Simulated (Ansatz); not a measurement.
WO₄H, that is [WO3(OH)]- with one electron fewer. Total charge 0; doublet. Geometry r2SCAN-D4/def2-SVPD, that of the charge -1 singlet; atoms count from 1.

```xyz
6

W     0.268    0.194    0.318
O     0.838   -0.558    1.804
O     1.635    0.686   -0.680
O    -0.703    1.616    0.686
O    -0.821   -1.116   -0.651
H    -1.218   -0.821   -1.477
```

In the def2 sets W takes a core potential; there is no spin–orbit coupling.

Q: Estimate the Mulliken populations from the PBE0/def2-TZVPD orbitals of Ansatz.

A: 
```csv
atom,charge (e),spin (α − β),d electrons
W1,1.82,-0.28,3.33
O2,-0.53,0.15,–
O3,-0.44,0.57,–
O4,-0.45,0.56,–
O5,-0.72,0.00,–
H6,0.32,0.00,–
```
Mulliken values depend strongly on the basis. With diffuse functions, as here, like atoms can get unlike values, and bond orders can come out too low or too high.

Q: Where does the spin sit?

A: Summed by element: W -0.28, O 1.28, H 0.00, of 1 unpaired in all. Largest on single atoms: O3 0.57, O4 0.56, W1 -0.28.

Q: And the Mayer bond orders between heavy atoms (over 0.3)?

A: W1–O2 1.78 (1.76 Å); W1–O3 1.50 (1.76 Å); W1–O4 1.51 (1.76 Å); W1–O5 0.85 (1.96 Å).
